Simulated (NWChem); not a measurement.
All runs are NWChem calculations. System: Ge (+1), charge 1, spin multiplicity 2. Its SCF solution wasn't tested for a lower state. Level: UHF/def2-TZVP.

NWChem printed:

```
             Northwest Computational Chemistry Package (NWChem) 7.3.0
             --------------------------------------------------------

                                NWChem Input Module
                                -------------------

 Scaling coordinates for geometry "geometry" by  1.889725989
 (inverse scale =  0.529177249)

                             Geometry "geometry" -> ""
                             -------------------------

 Output coordinates in angstroms (scale by  1.889725989 to convert to a.u.)

  No.       Tag          Charge          X              Y              Z
 ---- ---------------- ---------- -------------- -------------- --------------
    1 Ge                  32.0000     0.00000000     0.00000000     0.00000000

 Effective nuclear repulsion energy (a.u.)       0.0000000000

            Nuclear Dipole moment (a.u.)
            ----------------------------
        X                 Y               Z
 ---------------- ---------------- ----------------
     0.0000000000     0.0000000000     0.0000000000

      Symmetry information
      --------------------

 Group name             D2h
 Group number             26
 Group order               8
 No. of unique centers     1

      Symmetry unique atoms

     1


 Summary of "ao basis" -> "" (spherical)
 ------------------------------------------------------------------------------
       Tag                 Description            Shells   Functions and Types
 ---------------- ------------------------------  ------  ---------------------
 *                         def2-tzvp                  on all atoms

 Summary of "ao basis" -> "ao basis" (spherical)
 ------------------------------------------------------------------------------
       Tag                 Description            Shells   Functions and Types
 ---------------- ------------------------------  ------  ---------------------
 Ge                        def2-tzvp                16       48   6s5p4d1f

                                 NWChem SCF Module
                                 -----------------

  ao basis        = "ao basis"
  functions       =    48
  atoms           =     1
  alpha electrons =    16
  beta  electrons =    15
  charge          =   1.00
  wavefunction    = UHF
  use symmetry    = T
  symmetry adapt  = T

 Summary of "ao basis" -> "ao basis" (spherical)
 ------------------------------------------------------------------------------
       Tag                 Description            Shells   Functions and Types
 ---------------- ------------------------------  ------  ---------------------
 Ge                        def2-tzvp                16       48   6s5p4d1f

      Symmetry analysis of basis
      --------------------------

        ag         14
        au          1
        b1g         4
        b1u         7
        b2g         4
        b2u         7
        b3g         4
        b3u         7

 Forming initial guess at       0.1s

   Symmetry analysis of molecular orbitals - initial alpha
   -------------------------------------------------------

  Numbering of irreducible representations:

     1 ag          2 au          3 b1g         4 b1u         5 b2g
     6 b2u         7 b3g         8 b3u

  Orbital symmetries:

     1 ag          2 ag          3 b1u         4 b3u         5 b2u
     6 ag          7 b1u         8 b3u         9 b2u        10 b2g
    11 ag         12 b3g        13 b1g        14 ag         15 ag
    16 b2u        17 b3u        18 b1u        19 b1g        20 b3g
    21 ag         22 ag         23 b2g        24 ag         25 b2u
    26 b3u

   Symmetry analysis of molecular orbitals - initial beta
   ------------------------------------------------------

  Numbering of irreducible representations:

     1 ag          2 au          3 b1g         4 b1u         5 b2g
     6 b2u         7 b3g         8 b3u

  Orbital symmetries:

     1 ag          2 ag          3 b1u         4 b3u         5 b2u
     6 ag          7 b1u         8 b3u         9 b2u        10 b2g
    11 ag         12 b3g        13 b1g        14 ag         15 ag
    16 b3u        17 b1u        18 b2u        19 ag         20 b2g
    21 b1g        22 b3g        23 ag         24 ag         25 b3u
[...]
   18   -0.1958
   19    0.0774
   20    0.0774
   21    0.1021
   22    0.1021
   23    0.1058
   24    0.1414
   25    0.2210
   26    0.2210

                    UHF Final Alpha Molecular Orbital Analysis
                    ------------------------------------------

 Vector   14  Occ=1.000000D+00  E=-1.967068D+00  Symmetry=ag
              MO Center=  1.9D-18, -2.1D-15,  2.7D-16, r^2= 1.9D-01
   Bfn.  Coefficient  Atom+Function         Bfn.  Coefficient  Atom+Function
  ----- ------------  ---------------      ----- ------------  ---------------
    26      0.784784  1 Ge d  2              24      0.453095  1 Ge d  0
    31      0.169914  1 Ge d  2

 Vector   15  Occ=1.000000D+00  E=-8.891490D-01  Symmetry=ag
              MO Center=  7.7D-22,  5.8D-20,  1.1D-20, r^2= 1.5D+00
   Bfn.  Coefficient  Atom+Function         Bfn.  Coefficient  Atom+Function
  ----- ------------  ---------------      ----- ------------  ---------------
     5      0.772455  1 Ge s                  6      0.434994  1 Ge s
     4     -0.372445  1 Ge s                  3     -0.238065  1 Ge s

 Vector   16  Occ=1.000000D+00  E=-5.714283D-01  Symmetry=b2u
              MO Center= -1.2D-15, -3.2D-15, -7.9D-15, r^2= 2.2D+00
   Bfn.  Coefficient  Atom+Function         Bfn.  Coefficient  Atom+Function
  ----- ------------  ---------------      ----- ------------  ---------------
    17      0.635821  1 Ge py                20      0.498782  1 Ge py
    11     -0.229237  1 Ge py

 Vector   17  Occ=0.000000D+00  E=-2.581214D-01  Symmetry=b3u
              MO Center=  4.0D-18, -1.2D-25,  3.2D-16, r^2= 2.7D+00
   Bfn.  Coefficient  Atom+Function         Bfn.  Coefficient  Atom+Function
  ----- ------------  ---------------      ----- ------------  ---------------
    19      0.659370  1 Ge px                16      0.462774  1 Ge px
    10     -0.195185  1 Ge px

 Vector   18  Occ=0.000000D+00  E=-2.581214D-01  Symmetry=b1u
              MO Center= -6.0D-17,  1.3D-26,  1.3D-16, r^2= 2.7D+00
   Bfn.  Coefficient  Atom+Function         Bfn.  Coefficient  Atom+Function
  ----- ------------  ---------------      ----- ------------  ---------------
    21      0.659370  1 Ge pz                18      0.462774  1 Ge pz
    12     -0.195185  1 Ge pz

 Vector   19  Occ=0.000000D+00  E= 6.003567D-02  Symmetry=ag
              MO Center= -6.1D-17, -5.8D-16, -9.4D-17, r^2= 3.8D+00
   Bfn.  Coefficient  Atom+Function         Bfn.  Coefficient  Atom+Function
  ----- ------------  ---------------      ----- ------------  ---------------
    41      0.908793  1 Ge d  2              39      0.524692  1 Ge d  0

                     UHF Final Beta Molecular Orbital Analysis
                     -----------------------------------------

 Vector   13  Occ=1.000000D+00  E=-1.965284D+00  Symmetry=b1g
              MO Center=  8.5D-19,  2.7D-22, -5.4D-30, r^2= 1.8D-01
   Bfn.  Coefficient  Atom+Function         Bfn.  Coefficient  Atom+Function
  ----- ------------  ---------------      ----- ------------  ---------------
    22      0.909242  1 Ge d -2              27      0.196021  1 Ge d -2

 Vector   14  Occ=1.000000D+00  E=-1.961015D+00  Symmetry=ag
              MO Center= -1.8D-16, -8.4D-15, -8.0D-16, r^2= 1.8D-01
   Bfn.  Coefficient  Atom+Function         Bfn.  Coefficient  Atom+Function
  ----- ------------  ---------------      ----- ------------  ---------------
    26      0.787943  1 Ge d  2              24      0.454919  1 Ge d  0
    31      0.168802  1 Ge d  2

 Vector   15  Occ=1.000000D+00  E=-8.048802D-01  Symmetry=ag
              MO Center= -4.5D-19, -2.3D-17, -3.6D-19, r^2= 1.5D+00
   Bfn.  Coefficient  Atom+Function         Bfn.  Coefficient  Atom+Function
  ----- ------------  ---------------      ----- ------------  ---------------
     5      0.772066  1 Ge s                  6      0.434130  1 Ge s
     4     -0.364263  1 Ge s                  3     -0.244959  1 Ge s

 Vector   16  Occ=0.000000D+00  E=-2.449032D-01  Symmetry=b3u
              MO Center=  4.6D-17,  4.9D-26,  1.9D-16, r^2= 2.8D+00
   Bfn.  Coefficient  Atom+Function         Bfn.  Coefficient  Atom+Function
  ----- ------------  ---------------      ----- ------------  ---------------
    19      0.669855  1 Ge px                16      0.449941  1 Ge px
    10     -0.193638  1 Ge px

 Vector   17  Occ=0.000000D+00  E=-2.449032D-01  Symmetry=b1u
              MO Center= -2.2D-16, -1.5D-21, -2.8D-17, r^2= 2.8D+00
   Bfn.  Coefficient  Atom+Function         Bfn.  Coefficient  Atom+Function
  ----- ------------  ---------------      ----- ------------  ---------------
    21      0.669855  1 Ge pz                18      0.449941  1 Ge pz
    12     -0.193638  1 Ge pz

 Vector   18  Occ=0.000000D+00  E=-1.957765D-01  Symmetry=b2u
              MO Center=  8.3D-16, -6.0D-17, -2.8D-15, r^2= 2.9D+00
   Bfn.  Coefficient  Atom+Function         Bfn.  Coefficient  Atom+Function
  ----- ------------  ---------------      ----- ------------  ---------------
    20      0.711942  1 Ge py                17      0.398757  1 Ge py
    11     -0.186972  1 Ge py

 center of mass
 --------------
 x =   0.00000000 y =   0.00000000 z =   0.00000000

 moments of inertia (a.u.)
 ------------------
           0.000000000000           0.000000000000           0.000000000000
           0.000000000000           0.000000000000           0.000000000000
           0.000000000000           0.000000000000           0.000000000000

  Mulliken analysis of the total density
  --------------------------------------

    Atom       Charge   Shell Charges
 -----------   ------   -------------------------------------------------------
    1 Ge  32    31.00   2.00  2.00  1.18  0.77  1.27  0.78  5.98  4.40  1.59  0.59  0.44  8.93  1.08 -0.02  0.02  0.00

  Mulliken analysis of the alpha density
  --------------------------------------

    Atom       Charge   Shell Charges
 -----------   ------   -------------------------------------------------------
    1 Ge  32    16.00   1.00  1.00  0.59  0.38  0.63  0.39  2.99  2.21  0.79  0.57  0.44  4.46  0.55 -0.01  0.01  0.00

   Mulliken analysis of the beta density
   -------------------------------------

    Atom       Charge   Shell Charges
 -----------   ------   -------------------------------------------------------
    1 Ge  32    15.00   1.00  1.00  0.59  0.38  0.63  0.39  2.99  2.19  0.81  0.02 -0.00  4.47  0.54 -0.01  0.01  0.00

   Mulliken analysis of the spin density
   -------------------------------------

    Atom       Charge   Shell Charges
 -----------   ------   -------------------------------------------------------
    1 Ge  32     1.00  -0.00 -0.00 -0.00 -0.00 -0.00  0.00  0.00  0.02 -0.02  0.55  0.44 -0.01  0.01  0.01  0.00  0.00

       Multipole analysis of the density wrt the origin
       ------------------------------------------------

     L   x y z        total         alpha         beta         nuclear
     -   - - -        -----         -----         ----         -------
     0   0 0 0      1.000000    -16.000000    -15.000000     32.000000

     1   1 0 0      0.000000      0.000000      0.000000      0.000000
     1   0 1 0      0.000000      0.000000      0.000000      0.000000
     1   0 0 1      0.000000      0.000000      0.000000      0.000000

     2   2 0 0     -8.636837     -5.026989     -3.609848      0.000000
     2   1 1 0      0.000000      0.000000      0.000000      0.000000
     2   1 0 1      0.000000      0.000000      0.000000      0.000000
     2   0 2 0    -11.928076     -8.562157     -3.365919      0.000000
     2   0 1 1     -0.000000     -0.000000      0.000000      0.000000
     2   0 0 2     -8.636837     -5.026989     -3.609848      0.000000

 Task  times  cpu:        1.4s     wall:        1.4s

 Total times  cpu:        1.5s     wall:        1.5s
```

### Question
Write an NWChem input that would produce this output.

### Answer
This is not unique; one that fits is 
```
start mol
memory heap 200 mb stack 900 mb global 1100 mb
charge 1
geometry units angstroms nocenter noautoz
  Ge     0.000000     0.000000     0.000000
  symmetry group D2h
end
basis spherical
  * library def2-tzvp
end
scf
  uhf
  nopen 1
  maxiter 100
  thresh 1e-7
  semidirect memsize 60000000 filesize 0
  # guess.movecs holds the orbitals of an unrestricted PBE0 run
  vectors input guess.movecs output mol.movecs
end
task scf energy
```
